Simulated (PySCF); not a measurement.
Assigning NMR signals

Cartesian coordinates in Å; atom numbers follow the order of the lines, from 1:
```xyz
17

C    -2.599    0.362    0.292
C    -1.356   -0.043    0.087
C    -0.615   -1.331    0.353
C     0.632   -0.715   -0.315
C     1.816   -0.513    0.586
O     1.826   -0.657    1.778
O     2.893   -0.108   -0.103
C    -0.169    0.567   -0.509
C     0.147    1.748   -1.012
H    -3.331   -0.281    0.752
H    -2.925    1.348    0.010
H    -1.020   -2.213   -0.139
H    -0.461   -1.542    1.411
H     0.959   -1.171   -1.250
H     3.635    0.061    0.499
H    -0.572    2.547   -1.061
H     1.135    1.950   -1.390
```

Level of theory: coordinates at the GFN2-xTB level, shieldings: GIAO PBE0/pcSseg-1, in PySCF 2.14 (single conformer, in vacuum, non-relativistic Hamiltonian).

Scale: TMS for 13C, 1H (reference shieldings calculated alike).

Task: Assign these signals to the numbered atoms. 13C{1H} NMR (computed): δ 176.7 (C), 154.0 (C), 152.9 (C), 113.3 (CH2), 113.1 (CH2), 44.0 (CH), 31.5 (CH2).

Result: 
176.7 → C5, carboxylic acid carbon: lone-pair donation from the attached heteroatom keeps it upfield of a ketone carbonyl
154.0 → C8, fully substituted alkene carbon: the olefinic region
152.9 → C2, fully substituted alkene carbon
113.3 → C1, terminal =CH2 carbon: an sp2 carbon of a C=C bond
113.1 → C9, terminal =CH2 carbon
44.0 → C4, sp3 CH α to a carbonyl: α to the electron-withdrawing carbonyl group
31.5 → C3, allylic sp3 CH2: a saturated carbon with 2 carbon neighbours and no heteroatom attached

C8 and C2; C1 and C9 lie closer than the usual error of such a calculation, so a measured spectrum could show them in the other order.

Task: Assign these signals to the numbered atoms. 1H NMR (500 MHz, computed): δ 6.10 (br s, 1H), 5.77 (br s, 1H), 5.76 (br s, 1H), 5.51 (br s, 1H), 5.30 (br s, 1H), 3.66 (m, 1H), 3.46 (m, 1H), 2.73 (m, 1H).

Result: 
```tsv
δ (ppm)	atoms	environment	reason
6.10	H15	hydrogen on an acid hydroxyl oxygen	labile proton, position sensitive to the medium
5.77	H11	hydrogen on a terminal =CH2 carbon	olefinic region
5.76	H16	hydrogen on a terminal =CH2 carbon	–
5.51	H17	hydrogen on a terminal =CH2 carbon	–
5.30	H10	hydrogen on a terminal =CH2 carbon	–
3.66	H14	hydrogen on an sp3 CH α to a carbonyl	–
3.46	H13	hydrogen on an allylic sp3 CH2	–
2.73	H12	hydrogen on an allylic sp3 CH2	allylic position
```

H11 and H16 lie closer than the usual error of such a calculation, so a measured spectrum could show them in the other order.

Exchangeable OH/NH protons stand at their gas-phase positions; hydrogen bonding in a real sample shifts them, mostly to higher δ. Shifts are as computed. Against solution values, carbons near 30 ppm lie about +3 ppm off and those near 130 ppm about +5 ppm. Of 1211 compounds with measured shifts, 218 miss one by over three times the rms of a fit or turn the order of signals round; such compounds aren't used in these exercises. Hydrogen bonding in solution deshields acid and N–H amide carbonyl carbons by as much as 10 ppm beyond these values. Multiplicities follow the n + 1 count of equivalent neighbours, as no J values were calculated; m marks all less simple cases, F and P coupling included.
